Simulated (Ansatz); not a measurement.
Relaxation of H₃NOSn (6 atoms, charge 0, multiplicity 1), to a largest force component of 0.015 eV/Å in at most 40 steps.

Method: RKS revPBE/def2-SVP in Ansatz 0.2.0.

```xyz
6
Properties=species:S:1:pos:R:3
N -0.988 -0.231 -0.905
Sn 0.281 -1.289 0.217
O -0.194 -3.186 0.098
H -0.389 0.366 -1.606
H -1.472 0.505 -0.292
H -0.263 -3.411 -0.862
```

Question: Where does it end, and by what steps?

Answer: The run converged. After 14 steps the energy has fallen by 1.100 eV; H4 moved furthest, 1.08 Å.

| step | energy less start (eV) | largest force component (eV/Å) | accepted |
| --- | --- | --- | --- |
| 0 | 0.0000 | 2.864 | yes |
| 1 | -0.5523 | 1.286 | yes |
| 2 | -0.5753 | 2.333 | yes |
| 3 | -0.7538 | 0.284 | yes |
| 4 | -0.8160 | 0.716 | yes |
| 5 | -0.8867 | 1.002 | yes |
| 6 | -0.9488 | 0.803 | yes |
| 7 | -1.0264 | 0.365 | yes |
| 8 | -1.0572 | 1.045 | yes |
| 9 | -1.0894 | 0.104 | yes |
| 10 | -1.0989 | 0.088 | yes |
| 11 | -1.0967 | 0.234 | no |
| 12 | -1.0997 | 0.139 | yes |
| 13 | -1.1001 | 0.031 | yes |
| 14 | -1.1001 | 0.003 | yes |

```xyz
6
Properties=species:S:1:pos:R:3
N -0.822 -0.176 -0.673
Sn 0.004 -1.330 0.841
O 0.120 -3.079 -0.211
H -1.062 -0.482 -1.623
H -1.051 0.817 -0.558
H -0.213 -2.994 -1.126
```

Whether the end is a true minimum wasn't checked by a vibrational analysis.

Time of the run: 29 s on 1 CPU thread of a shared host.
